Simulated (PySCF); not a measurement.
Job file and geometry (Å, from PBE0-D3(BJ)/def2-SVP) of an NMR shielding run on SMILES CCC[Si@@H](NC)[C@@H]1C[C@@H]1F, C7H16FNSi, PySCF, GIAO PBE0/pcSseg-1 NMR shielding, non-relativistic, gas phase; density fitting, a coarse starting grid and PySCF grid level 2 are the driver's defaults:

```
$ OMP_NUM_THREADS=1 python probes_run.py task.json out

{"job": {"kind": "nmr", "xc": "PBE0", "basis": "pcSseg-1"}, "charge": 0, "multiplicity": 1}
C      2.534490    -0.558582     0.392041
C      1.027306    -0.760557     0.433505
C      0.245697     0.403355    -0.176141
Si    -1.625109     0.235764    -0.064771
N     -2.366305     1.398301    -1.124900
C     -2.072557     2.810931    -1.118430
C     -2.230181    -1.435883    -0.659523
C     -3.478384    -2.064288    -0.046339
C     -2.142634    -2.651843     0.198436
F     -1.602550    -2.527667     1.442921
H      2.889062    -0.415349    -0.641739
H      2.832665     0.333449     0.966639
H      3.072710    -1.421615     0.813748
H      0.703829    -0.923252     1.475626
H      0.767019    -1.693231    -0.095638
H      0.513859     0.533395    -1.240254
H      0.537011     1.345273     0.324382
H     -2.031339     0.376772     1.377040
H     -3.320263     1.190269    -1.401960
H     -1.006602     2.972886    -0.893809
H     -2.649896     3.394918    -0.373976
H     -2.254747     3.265586    -2.107471
H     -2.078087    -1.612388    -1.731316
H     -4.181232    -2.599980    -0.690408
H     -3.936402    -1.537585     0.796646
H     -1.873976    -3.612066    -0.254359
```

Q: Write the output of this run.

A: 
```
coarse grid: 21296 points
cycle   1  E = -719.6259375115  dE =  9.878e-01  |g| = 6.620e-01  |ddm| = 4.404e+00
cycle   2  E = -719.5831038317  dE =  4.283e-02  |g| = 8.331e-01  |ddm| = 1.271e+00
cycle   3  E = -719.7215351353  dE = -1.384e-01  |g| = 7.563e-02  |ddm| = 7.480e-01
cycle   4  E = -719.7223824657  dE = -8.473e-04  |g| = 3.845e-02  |ddm| = 8.932e-02
cycle   5  E = -719.7227081518  dE = -3.257e-04  |g| = 5.855e-03  |ddm| = 3.590e-02
cycle   6  E = -719.7227150212  dE = -6.869e-06  |g| = 2.147e-03  |ddm| = 6.922e-03
final grid: 198936 points
cycle   7  E = -719.7854311056  dE = -5.130e-05  |g| = 1.132e-02  |ddm| = 3.593e-02
cycle   8  E = -719.7854127720  dE =  1.833e-05  |g| = 1.471e-02  |ddm| = 2.266e-02
cycle   9  E = -719.7854623970  dE = -4.962e-05  |g| = 1.083e-03  |ddm| = 1.240e-02
cycle  10  E = -719.7854625776  dE = -1.807e-07  |g| = 3.138e-04  |ddm| = 9.873e-04
cycle  11  E = -719.7854625931  dE = -1.551e-08  |g| = 6.009e-05  |ddm| = 2.623e-04
cycle  12  E = -719.7854625938  dE = -7.094e-10  |g| = 2.363e-05  |ddm| = 8.055e-05
converged SCF energy = -719.7854625938

GIAO shielding tensors (ppm)
atom      isotropic    diamagn.    paramagn.     s11        s22        s33       span
  0 C      163.784     246.160     -82.375    149.609    155.833    185.911     36.303
  1 C      165.195     249.150     -83.956    158.136    166.403    171.046     12.909
  2 C      166.946     258.355     -91.409    151.281    167.508    182.050     30.769
  3 Si     354.950     882.432    -527.481    312.632    365.055    387.164     74.532
  4 N      245.715     322.973     -77.258    211.161    242.981    283.003     71.842
  5 C      153.933     241.842     -87.909    129.817    145.971    186.012     56.196
  6 C      179.601     253.292     -73.691    142.398    173.429    222.975     80.577
  7 C      172.868     263.316     -90.449    146.583    163.938    208.083     61.500
  8 C      112.364     237.924    -125.560     57.151     85.281    194.659    137.507
  9 F      399.424     478.975     -79.551    359.419    387.504    451.349     91.930
 10 H       30.319      30.142       0.177     26.329     28.514     36.113      9.785
 11 H       30.358      29.871       0.486     26.291     28.352     36.430     10.140
 12 H       29.937      28.483       1.455     24.978     27.338     37.496     12.518
 13 H       29.934      33.592      -3.658     24.313     30.857     34.633     10.319
 14 H       29.876      35.081      -5.205     23.331     31.146     35.151     11.821
 15 H       30.757      35.640      -4.883     26.460     30.549     35.262      8.801
 16 H       30.450      35.141      -4.691     25.344     30.798     35.208      9.864
 17 H       26.731      32.057      -5.326     24.133     25.608     30.451      6.318
 18 H       31.515      31.206       0.308     21.049     32.101     41.395     20.345
 19 H       28.855      30.327      -1.472     23.473     29.190     33.901     10.428
 20 H       28.598      26.773       1.825     23.284     26.148     36.363     13.079
 21 H       28.543      26.632       1.911     23.480     25.963     36.185     12.705
 22 H       31.588      33.639      -2.050     25.650     28.358     40.757     15.107
 23 H       30.517      29.938       0.579     24.928     25.932     40.692     15.763
 24 H       30.424      31.815      -1.391     25.111     28.751     37.409     12.299
 25 H       26.815      28.733      -1.918     21.779     25.772     32.892     11.113
```

Q: Turn these shieldings into chemical shifts. Chemical shifts δ = σref − σ; ¹³C (σref 184.41) and ²⁹Si (σref 351.99) and ¹H (σref 31.27) against TMS; NH3 for ¹⁵N (σref 265.67); CFCl3 for ¹⁹F (σref 177.25), all at this level.

A: Averaging equivalent atoms: C 8: 72.0; C 5: 30.5; C 0: 20.6; C 1: 19.2; C 2: 17.5; C 7: 11.5; C 6: 4.8; Si 3: -3.0; N 4: 20.0; F 9: -222.2; H 17: 4.54; H 25: 4.45; H 19/20/21: 2.60; H 14: 1.39; H 13: 1.33; H 10/11/12: 1.06; H 24: 0.84; H 16: 0.82; H 23: 0.75; H 15: 0.51; H 18: -0.25; H 22: -0.32 ppm. Unscaled 19F shifts against computed CFCl3 carry errors that often reach 10 to 50 ppm. Experimental scales use liquid or dissolved standards, which lie at an offset from isolated NH3 (liquid NH3: subtract about 20 ppm).

Size and cost of the density-fitted run: 257 basis functions, 45 s wall time on 1 thread of an AMD EPYC 9R45 96-Core, shared host; peak memory 1.3 GiB.
